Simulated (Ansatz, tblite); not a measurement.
XCu4: E(high spin) − E(low spin) (eV) at several levels, gas phase, relaxed structures; Ansatz, xTB through tblite. Each state is relaxed at the level in the geometry column; the other columns are single points. Clusters are the lowest isomers that short searches found in that spin, judged at the geometry's level. Core potentials for La in the def2 sets, no spin–orbit coupling. xTB has no spin-polarisation term. The structures are stationary points that may keep the symmetry of their start.

```json
{"species": "Cu4B", "state": "quartet − doublet", "geometry": "B3LYP-D4/def2-SVP", "GFN1-xTB": "3.86", "PBE-D4/def2-TZVP": "1.28", "r2SCAN-D4/def2-TZVP": "1.23", "PBE0-D4/def2-TZVP": "1.34"}
{"species": "GaCu4", "state": "quartet − doublet", "geometry": "B3LYP-D4/def2-SVP", "GFN1-xTB": "2.87", "PBE-D4/def2-TZVP": "2.05", "r2SCAN-D4/def2-TZVP": "1.99", "PBE0-D4/def2-TZVP": "2.15"}
{"species": "LaCu4", "state": "quartet − doublet", "geometry": "r2SCAN-D4/def2-SVP", "GFN1-xTB": "2.02", "PBE-D4/def2-TZVP": "0.56", "r2SCAN-D4/def2-TZVP": "0.43", "PBE0-D4/def2-TZVP": "0.38"}
```

Task: Estimate the column for GFN2-xTB.

Result: Cu4B 3.48; GaCu4 4.80; LaCu4 0.13.

Over the 3 species that have every level, the mean is 2.92 at GFN1-xTB, 2.80 at GFN2-xTB, 1.30 at PBE-D4/def2-TZVP, 1.22 at r2SCAN-D4/def2-TZVP, 1.29 at PBE0-D4/def2-TZVP.
